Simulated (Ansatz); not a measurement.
Reaction: CH2I2 (SMILES ICI) → CHI2 (SMILES I[CH]I, doublet) + H (doublet) (the C-H bond breaks)
Each species at its own B3LYP-D3(BJ)/def2-TZVP minimum (Ansatz, a first-principles code).

Quantity: bond dissociation energy (electronic), in kcal/mol. UHF or UKS for unpaired electrons; spin-orbit terms are left out. Cores are frozen in correlated methods (noble-gas shells, and filled d and f shells in the p block). Past Kr the def2 sets carry scalar-relativistic core potentials. CBS(X,Y): correlation extrapolated as X^-3, Hartree-Fock from the larger set. A bracket is a step between two methods taken in the basis named. Where a partner has so few electrons that a lower coupled-cluster level is exact, that level stands in. Spin-orbit terms, left out, reach several kcal/mol for Br and I, and more for heavier atoms. The UHF reference of CHI2 (I[CH]I, doublet) is spin-contaminated (<S^2> up to 0.04 over the pure value in the sets run).

CCSD(T)/CBS(def2-TZVPP,def2-QZVPP) + [CCSDT(Q) - CCSD(T)]/def2-SVP (Ansatz) gives 103.4 kcal/mol.

Q: What does PBE/def2-TZVPD (Ansatz) give here, and how do the other levels compare?

A: PBE gives 97.8 kcal/mol, 5.6 kcal/mol below it. Differences of the others: PBE0/def2-TZVPD (Ansatz) -4.6; wB97M-V/def2-TZVPD (Ansatz) -0.1; B2PLYP/def2-TZVPD (Ansatz) -2.7; CCSD(T)/CBS(def2-TZVPP,def2-QZVPP) (Ansatz) 0.2 kcal/mol.
